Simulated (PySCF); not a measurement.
C3H8, charge +1, doublet, geometry from GFN2-xTB (a state made from the parent by changing its charge; the spin is typed, not shown lowest). Base run: PBE0/6-31G* run with PySCF.

Here is a job for PySCF.
```python
from pyscf import gto, scf, dft, solvent

mol = gto.M(
    atom='''
C     1.15888550    0.51160048   -0.29075756
C     0.10403920   -0.51092838   -0.05252798
C    -1.25400940   -0.04445438    0.33878433
H     2.02955914    0.08766597   -0.78897717
H     0.77635466    1.38402334   -0.83073748
H     1.53121428    0.94714534    0.64991049
H     0.48888334   -1.26694676    0.66830614
H     0.01350709   -1.20025345   -0.92195625
H    -1.87211178   -0.86087765    0.70948414
H    -1.21786763    0.78421241    1.05365139
H    -1.80303083    0.38772453   -0.51267400
''',
    basis='6-31g*',
    charge=1,
    spin=1,
    verbose=4,
)

mf = dft.UKS(mol)
mf.xc = 'pbe0'
mf.kernel()
```

Variants of this job, named by their change:

| change | ΔE vs base (kcal/mol) |
|---|---|
| base | 0.000 |
| model = COSMO; solvent = acetonitrile | -61.33 |
| model = IEF-PCM; solvent = acetonitrile; vdw_scale = 1.0 | -73.3 |
| model = C-PCM; solvent = acetonitrile | -62.19 |
| model = IEF-PCM; solvent = acetonitrile; r_probe = 0.5 | -50.71 |
| model = IEF-PCM; solvent = acetonitrile; vdw_scale = 1.1 | -67.0 |
| model = IEF-PCM; solvent = acetonitrile; lebedev_order = 41 | -62.24 |
| model = ddCOSMO; solvent = acetonitrile | -57.27 |
| model = SS(V)PE; solvent = acetonitrile | -57.55 |
| model = IEF-PCM; solvent = n-hexane | -29.82 |
| model = IEF-PCM; solvent = dichloromethane | -56.77 |
| model = IEF-PCM; solvent = acetonitrile; lebedev_order = 11 | -61.73 |

The base is the gas phase, so ΔE is the electrostatic part of solvation at a fixed geometry, without cavity and dispersion terms.

Open shells are given as the SCF converged; they aren't shown to be the lowest states, and a large step between rows can be another state.
